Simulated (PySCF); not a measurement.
# How methods differ on the ionisation energy of Tb⁴⁵⁺

Tb⁴⁵⁺ [Ar] 3d2 (3F) → Tb⁴⁶⁺ [Ar] 3d1 (2D), as a difference of total energies. All numbers are calculated (PySCF 2.14, the spin-free X2C one-electron Hamiltonian (Gaussian nucleus), in an uncontracted even-tempered set (18 s from 9.6 bohr⁻², ratio 2.5; 12 p from 12 bohr⁻², ratio 2.5; 7 d from 12 bohr⁻², ratio 2.5; 4 f from 44 bohr⁻², ratio 2.7; 3 g from 65 bohr⁻², ratio 2.7)). Correlated levels: outer shells: [Ne] frozen; virtual orbitals above 40 to 60 times the deepest correlated orbital energy dropped. The calculations carry no spin-orbit coupling.

```
                method  ionisation energy (eV)
                   UHF                  3678.1
    MP2 (outer shells)                  3677.7
SCS-MP2 (outer shells)                  3677.7
   CCSD (outer shells)                  3677.6
CCSD(T) (outer shells)                  3677.5
```

Spin-orbit coupling is strong in these open shells (close to jj coupling). The scalar numbers leave it out and a first-order estimate fails, so it can dominate the gap to the real levels.

Breit and QED terms and the two-electron picture change are absent.

For comparison: 3698 ± 4 eV (theoretical estimate listed by NIST; NIST Atomic Spectra Database, ionization energies).
